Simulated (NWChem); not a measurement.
BH₂S₂F; SMILES FB(S)S

```xyz
6

B      0.0000     0.0000    -0.3631
F      0.0000     0.0000    -1.6903
S      1.6304     0.0000     0.4256
H      1.2045     0.0000     1.7042
S     -1.6304     0.0000     0.4256
H     -1.2045     0.0000     1.7042
```
Atoms are numbered in this order, from 1.

Results from NWChem. Geometry: optimised at PBE0/def2-SVP. Ions are spin-unrestricted doublets at the neutral geometry; other ion states weren't tried.

For level B3LYP/def2-SVP:

```yaml
vertical ionisation energy, ΔSCF (eV): 9.84
"−ε(HOMO) (eV)": 7.35
```

How do the values read with level PBE/def2-SVP instead?

The vertical ionisation energy, ΔSCF (eV) is 9.63 and the −ε(HOMO) (eV) is 6.41.
